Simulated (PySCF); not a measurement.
Se(H)(iPr) (C3H8Se), SMILES CC(C)[SeH].

Geometry optimised at r2SCAN-D4/def2-SVP. Other conformers were not sampled.

Level of theory: TDDFT-CAM-B3LYP/def2-SVPD run with PySCF 2.14.0.

Vertical excitations. The molecule is in vacuum.

Question: Give excitation energies, oscillator strengths and character. (The exact figures need the calculation; the answer reports its results.)

Answer: 
```csv
state,energy (eV),λ (nm),f,main pairs
S1,4.75,261,0.002,HOMO→LUMO 79 %
S2,5.56,223,0.033,HOMO→LUMO+1 89 %
S3,6.75,184,0.014,"HOMO→LUMO+2 54 %, HOMO→LUMO+3 39 %"
S4,6.81,182,0.051,"HOMO→LUMO+3 41 %, HOMO→LUMO+2 38 %, HOMO→LUMO+6 7 %"
S5,7.17,173,0.029,HOMO→LUMO+4 81 %
S6,7.43,167,0.021,HOMO−1→LUMO 83 %
S7,7.60,163,0.084,"HOMO→LUMO+6 46 %, HOMO→LUMO+5 18 %, HOMO→LUMO+8 15 %"
S8,7.87,157,0.005,"HOMO→LUMO+5 64 %, HOMO→LUMO+6 12 %"
S9,8.05,154,0.189,HOMO−1→LUMO+1 74 %
S10,8.10,153,0.041,"HOMO→LUMO+8 60 %, HOMO→LUMO+6 20 %"
T1,4.30,288,0,HOMO→LUMO 74 %
T2,5.13,242,0,HOMO→LUMO+1 77 %
T3,6.26,198,0,"HOMO−1→LUMO 61 %, HOMO−1→LUMO+1 14 %"
T4,6.44,192,0,"HOMO→LUMO+3 43 %, HOMO→LUMO+6 31 %, HOMO→LUMO 11 %"
```
Triplets are in the Tamm–Dancoff approximation, which puts them higher than full response would, so one can lie above its singlet here.
